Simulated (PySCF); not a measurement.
SMILES [O][Si]=O (O2Si (anion, charge -1)), doublet (CAM-B3LYP/def2-SVP optimised geometry):

```
3

O     -1.348     0.538     0.000
Si    -0.214    -0.538     0.000
O      1.348    -0.538     0.000
```

Calculation: unrestricted CAM-B3LYP/def2-TZVPD run with PySCF 2.14.0.

Q: What are the frontier orbital energies (α orbitals alone; a β orbital can be the lowest empty one)?

A: HOMO-2 -4.18 eV, HOMO-1 -4.14 eV, HOMO -2.06 eV, LUMO 4.87 eV, LUMO+1 5.40 eV.

On the same geometry unrestricted PBE/def2-TZVPD (PySCF) gives HOMO-2 -1.36 eV, HOMO-1 -1.18 eV, HOMO 0.39 eV, LUMO 3.70 eV, LUMO+1 3.93 eV.

Meta-Löwdin charges at CAM-B3LYP/def2-TZVPD: O1 -0.93, Si2 0.85, O3 -0.93.
